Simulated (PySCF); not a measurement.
Frontier orbitals and the lowest excitations

Species: C5H10SSi.
Z-matrix (Å and degrees, PBE0-D3(BJ)/def2-SVP geometry), rows numbered from 1:
```
Si
S   1  2.1401
C   2  1.8035  1   99.65
C   3  1.5426  2  123.08  1  -178.96
C   4  1.5445  3   73.77  2  -179.95
C   5  1.5443  4   87.67  3    44.02
C   5  1.5444  4   87.67  3   -44.03
H   1  1.4909  2  105.52  3  -179.70
H   1  1.4950  2  111.83  3   -60.45
H   1  1.4947  2  111.77  3    61.07
H   4  1.1006  3  116.09  2   -67.40
H   4  1.1005  3  116.10  2    67.42
H   5  1.0986  4  126.93  3  -179.98
H   6  1.1003  3  116.10  2    63.15
H   6  1.1010  3  116.57  2   -71.94
H   7  1.1008  3  116.58  2    71.92
H   7  1.1004  3  116.11  2   -63.16
```

Level of theory: TDDFT CAM-B3LYP/def2-SVPD, vertical, gas phase, core orbitals frozen in the response (PySCF).

Frontier orbitals with the atoms that hold most of them (Löwdin shares over 4%, at most four atoms; ? is withheld):

```csv
orbital,ε (eV),atoms
HOMO-3,-10.79,"C5 23%, C4 22%, C7 12%, C6 12%"
HOMO-2,-10.10,"S2 21%, C4 18%, C3 17%, C5 13%"
HOMO-1,-9.67,?
HOMO,-8.17,?
LUMO,0.96,"Si1 31%, S2 30%, H9 12%, H10 12%"
LUMO+1,1.20,"Si1 27%, S2 19%, H8 6%, C6 6%"
LUMO+2,1.48,"S2 24%, H13 12%, C5 12%, Si1 6%"
```

(1) Which atoms hold the HOMO, and with what shares?

(2) Which atoms hold the HOMO-1, and with what shares?

(3) The HOMO–LUMO gap is 9.13 eV. Where does the response calculation put the lowest singlet, and from which orbitals?

Results:

(1) S2 (bonded to C and Si) 66%; Si1 (bonded to S and 3 H) 9%; C3 (bonded to 3 C and S) 9%; C6 (bonded to 2 C and 2 H) 4%. By element: sulfur 66%, carbon 13% or more, silicon 9%.

(2) S2 (bonded to C and Si) 48%; C3 (bonded to 3 C and S) 12%; Si1 (bonded to S and 3 H) 9%; C7 (bonded to 2 C and 2 H) 7%. By element: sulfur 48%, carbon 20% or more, silicon 9%.

(3) S1 is at 5.71 eV (f = 0.0091), 3.42 eV below the gap, made of HOMO→LUMO (74%), HOMO→LUMO+3 (11%). Without the coupling terms of the response equations the lowest excitation would equal the gap.

Next come S2 at 6.35 eV (f 0.016), HOMO→LUMO+1 (43%), HOMO→LUMO+2 (28%), HOMO→LUMO+3 (17%); S3 at 6.83 eV (f 0.0032), HOMO→LUMO+1 (46%), HOMO→LUMO+3 (27%), HOMO→LUMO (11%); S4 at 7.00 eV (f 0.0003), HOMO→LUMO+4 (84%); S5 at 7.17 eV (f 0.013), HOMO→LUMO+5 (60%), HOMO-1→LUMO (12%), HOMO→LUMO+7 (11%).

Löwdin shares depend on the basis, the more so with diffuse functions.

On an Arm Neoverse V1 with one thread, no GPU, shared host, this took 1.8 min wall (grids of density and orbitals included) and 1.3 GiB of memory at its peak.

One conformer stands for the species.

Without π bonds the low states are Rydberg-like; a valence basis with one diffuse set may place them up to an eV too high.
